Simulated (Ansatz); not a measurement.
```yaml
crystal:
  periodic: [false, false, false]
  atoms:
    - {symbol: O, position_ang: [-1.777925, 1.291699, 0.179645]}
    - {symbol: C, position_ang: [-0.577901, 0.968632, 0.782901]}
    - {symbol: N, position_ang: [-0.454057, -0.358026, 1.429915]}
    - {symbol: C, position_ang: [0.126353, -0.200031, 0.316238]}
    - {symbol: Si, position_ang: [1.113272, -1.133373, -0.957822]}
    - {symbol: H, position_ang: [-2.376834, 1.638845, 0.847949]}
    - {symbol: H, position_ang: [-0.058418, 1.799859, 1.255423]}
    - {symbol: H, position_ang: [0.345279, -1.121121, -2.225070]}
    - {symbol: H, position_ang: [1.343284, -2.518950, -0.485548]}
    - {symbol: H, position_ang: [2.400047, -0.418633, -1.140834]}
basis:
  gaussian: {orbitals: def2-mTZVP, point_charges: [{charge: 0.50, position_ang: [5.585, -0.761, 0.701]}]}
hamiltonian: {xc: {name: B3LYP}}
output: {forces: true}
```

```sh
$ ansatz run in.yaml --threads 4 --pin off --events-out ev --progress --plain --max-ram 10444MiB
```

Output, abridged:

```
Functional definition: B3LYP
1079 factors; integrals over basis functions are off by at most 9.5e-4 eV
mean field evaluation 1: about -13563.4955 eV, gradient 5.8e1 eV
mean field evaluation 2: about -13555.7287 eV, gradient 8.5e1 eV
mean field evaluation 4: about -13569.9162 eV, gradient 8.2e0 eV
mean field evaluation 8: about -13570.2067 eV, gradient 9.2e-1 eV
mean field evaluation 16: about -13570.2085 eV, gradient 1.2e-4 eV
mean field -13570.20845004 eV, -498.6959623213 hartree, gradient 2.5e-5 eV, S^2 0.000000; 0 other end points of the search recorded, 0 dependent functions left out
reference -13570.20872355 eV, -498.6959723725 hartree; 23, 23 occupied and 95, 95 virtual orbitals, 1079 factors
Total energy: -13570.20872355 eV, -498.6959723725 hartree
Atom 0 at    -1.777925     1.291699     0.179645 Å, force    -0.078899     0.004045    -0.327300 eV/Å
Atom 1 at    -0.577901     0.968632     0.782901 Å, force     0.209578     0.426124    -0.002155 eV/Å
Atom 2 at    -0.454057    -0.358026     1.429915 Å, force    -0.027375    -0.446883     0.435201 eV/Å
Atom 3 at     0.126353    -0.200031     0.316238 Å, force     0.187266     0.004873    -0.150207 eV/Å
Atom 4 at     1.113272    -1.133373    -0.957822 Å, force    -0.222550    -0.137882    -0.193753 eV/Å
Atom 5 at    -2.376834     1.638845     0.847949 Å, force    -0.284123     0.141918     0.195018 eV/Å
Atom 6 at    -0.058418     1.799859     1.255423 Å, force    -0.036314    -0.005951    -0.002134 eV/Å
Atom 7 at     0.345279    -1.121121    -2.225070 Å, force     0.116407    -0.008655     0.041684 eV/Å
Atom 8 at     1.343284    -2.518950    -0.485548 Å, force     0.070601     0.049155    -0.015115 eV/Å
Atom 9 at     2.400047    -0.418633    -1.140834 Å, force     0.066338    -0.026993     0.018632 eV/Å
Dipole moment:     0.051030     0.190339    -0.093902 e Å
```

It took 2.7 s on 4 threads of an Arm Neoverse N1 on a shared host, with 0.48 GiB of host memory at the peak.
